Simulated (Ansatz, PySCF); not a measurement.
Reaction (SMILES): [SiH3][SiH2][SiH2][SiH3] + 2 [SiH4] (SiH4) → 3 [SiH3][SiH3]
Geometries: B3LYP-D3(BJ)/def2-TZVP minima from Ansatz (a program for electronic structure), one conformer each, not searched for the lowest. Frequencies are from Ansatz or PySCF.

Property: bond separation energy (0 K, with B3LYP-D3(BJ) harmonic zero-point energies), in kcal/mol. Correlated levels leave the core frozen unless marked. Spin-orbit coupling is left out. No relativistic terms. CBS(X,Y): correlation extrapolated as X^-3; Hartree-Fock from the larger set. [CCSD(T)-MP2]/basis is that difference in the basis named.

```csv
level,program,bond separation energy (kcal/mol)
HF/6-31G*,Ansatz,1.6
RI-HF/aug-cc-pV(T+d)Z,Ansatz,1.2
```

Estimate the value at RI-MP2/CBS(cc-pV(T+d)Z,cc-pV(Q+d)Z)+[CCSD(T)-MP2]/cc-pV(T+d)Z as computed with Ansatz.

3.8 kcal/mol
